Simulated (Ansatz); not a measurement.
Reaction (homolysis of the S–Si bond): `C[SiH2]S[SiH](Cl)Cl` → `C[SiH2][S]`• + `Cl[SiH]Cl`•

Isolated molecules relaxed with PBE0-D4/def2-TZVP in Ansatz; ΔE leaves out vibrations. CBS: MP2 limit from def2 TZ/QZ plus the TZ coupled-cluster correction, frozen cores. DFT in def2-TZVPP. B3LYP here is the variant with VWN-RPA as its local correlation; programs differ in this. No spin–orbit coupling; open shells (•) take unrestricted orbitals. One conformer a species, not always the lowest.

```csv
level,ΔE (kcal/mol),difference from CCSD(T)/CBS
PBE0-D4,91.5,-4.0
ωB97X-V,93.8,-1.7
B2PLYP,87.5,-8.0
PBE,85.6,-9.9
r2SCAN,87.4,-8.1
PBE0,87.3,-8.2
B3LYP,81.2,-14.3
MP2/def2-TZVPP,97.8,2.3
SCS-MP2/def2-TZVPP,94.4,-1.1
CCSD/def2-TZVPP,88.5,-7.0
CCSD(T)/def2-TZVPP,91.5,-4.0
HF/def2-QZVPP,63.4,-32.1
MP2/def2-QZVPP,99.9,4.4
SCS-MP2/def2-QZVPP,96.6,1.1
MP2/CBS(def2),101.7,6.2
CCSD/CBS(def2),92.4,-3.1
CCSD(T)/CBS,95.5,0
```

Largest T1 diagnostic among the species: 0.013.

From PBE to PBE0 (25 % exact exchange), in def2-TZVPP and without D4, ΔE moves by +1.7 kcal/mol. The D4 term adds +7.6 kcal/mol with B3LYP and +4.2 kcal/mol with PBE0; it sums over pairs of atoms, weighted by their polarisabilities, and B3LYP, whose exchange is more repulsive, gets the larger term. In def2-TZVPP, CCSD(T) changes the Hartree–Fock value by +27.8 kcal/mol (the triples alone add +3.1 kcal/mol) and MP2 by +34.1 kcal/mol; breaking electron pairs costs correlation energy, which Hartree–Fock lacks.
